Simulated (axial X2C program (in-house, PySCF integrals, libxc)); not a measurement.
# Outer orbitals of GaN⁻ at 1.744 Å, HF

All values were computed with an in-house relativistic program for diatomic molecules. Spin-free means the one-electron spin-free X2C Hamiltonian; two-component (2c) means X2C with spin–orbit coupling and atomic mean-field two-electron Coulomb and Gaunt terms, so the difference of the two also holds small scalar two-electron terms. Basis: Ga dyall-acv3z [10s10p8d5f1g], N dyall-av3z [7s7p3d2f] (cores contracted in-house); Gaussian nuclei, density fitting, unrestricted open shells. Masses: Ga 68.926 u, N 14.003 u.

The distance is close to the 2c PBE0 minimum; the highest filled and lowest empty levels are listed.

Spin-free orbitals, state M_S = 1/2, Λ = 0 (beyond evenly filled blocks: σα) (Löwdin shares):

```tsv
symmetry	occupied	ε (eV)	atomic character
σβ	yes	-25.50	97% Ga d, 2% N s
π+α	yes	-25.35	99% Ga d
π-α	yes	-25.35	99% Ga d
δ-β	yes	-25.30	100% Ga d
δ+β	yes	-25.30	100% Ga d
δ-α	yes	-25.26	100% Ga d
δ+α	yes	-25.26	100% Ga d
π-β	yes	-25.25	99% Ga d
π+β	yes	-25.25	99% Ga d
σα	yes	-23.19	50% N s, 36% Ga d, 7% Ga p
σβ	yes	-17.05	64% N s, 13% Ga s, 10% Ga p
σα	yes	-9.96	80% N p, 11% Ga s, 2% Ga d
π-α	yes	-7.26	86% N p, 5% Ga p, 5% Ga d
π+α	yes	-7.26	86% N p, 5% Ga p, 5% Ga d
σβ	yes	-4.86	51% Ga s, 22% N p, 12% Ga p
σα	yes	-3.52	48% Ga s, 31% Ga p, 13% N p
π-β	yes	-1.53	53% N p, 41% Ga p, 3% Ga d
π+β	yes	-1.53	53% N p, 41% Ga p, 3% Ga d
σβ	no	2.94	94% Ga p, 5% Ga s
σα	no	2.95	95% Ga p, 4% Ga s
π-α	no	3.03	100% Ga p
π+α	no	3.03	100% Ga p
```

Spinors with spin–orbit coupling (state Ω = 1/2):

```tsv
ω	occupied	ε (eV)	atomic character	λ mixture
-1/2	yes	-25.73	98% Ga d	55% σ, 45% π
3/2	yes	-25.63	100% Ga d	77% δ, 23% π
-3/2	yes	-25.57	100% Ga d	80% δ, 20% π
1/2	yes	-25.34	98% Ga d	97% π, 3% σ
-1/2	yes	-25.24	98% Ga d	55% π, 45% σ
3/2	yes	-25.15	99% Ga d	77% π, 23% δ
-5/2	yes	-25.11	100% Ga d	100% δ
5/2	yes	-25.07	100% Ga d	100% δ
-3/2	yes	-25.07	99% Ga d	80% π, 20% δ
1/2	yes	-23.18	50% N s, 36% Ga d, 7% Ga p	100% σ
-1/2	yes	-17.05	64% N s, 13% Ga s, 10% Ga p	100% σ
1/2	yes	-9.96	80% N p, 11% Ga s, 2% Ga d	100% σ
-1/2	yes	-7.26	86% N p, 5% Ga p, 5% Ga d	100% π
3/2	yes	-7.25	86% N p, 5% Ga d, 5% Ga p	100% π
-1/2	yes	-4.86	51% Ga s, 22% N p, 12% Ga p	100% σ
1/2	yes	-3.52	48% Ga s, 31% Ga p, 13% N p	100% σ
-3/2	yes	-1.58	55% N p, 39% Ga p, 3% Ga d	100% π
1/2	yes	-1.48	52% N p, 42% Ga p, 3% Ga d	100% π
-1/2	no	2.95	95% Ga p, 4% Ga s	100% σ
1/2	no	2.96	96% Ga p, 3% Ga s	100% σ
3/2	no	3.03	100% Ga p	100% π
-1/2	no	3.03	100% Ga p	100% π
```

(1) How does the gap between the highest filled and lowest empty level change from the spin-free to the 2c table?

Mulliken charges and populations of the two-component result (they depend on the basis, above all on diffuse functions):

Ga -0.14 e (s 7.66 p 13.40 d 10.07 f 0.01), N -0.86 e (s 3.91 p 3.91 d 0.03). ⟨Lz⟩ = 0.00 ħ and ⟨Sz⟩ = 0.50 ħ (-0.41 and 0.91 on the two atoms), which add up to Ω.

The state is a single determinant with fixed occupations, the lowest that a limited PBE0 search found. PBE0 can misorder states that lie within some tenths of an eV, so this need not be the ground state of the molecule. The nearest other spin-free determinant of the search, M_S = 1/2, Λ = 1, lies 0.06 eV up at the distance of the search. The determinant is spin-polarised beyond a pure state at some levels (its spin-free form has ⟨S²⟩ too high), which makes Re and μ there less reliable.

Answers

(1) From 4.47 to 4.43 eV at HF, a change of -0.04 eV.
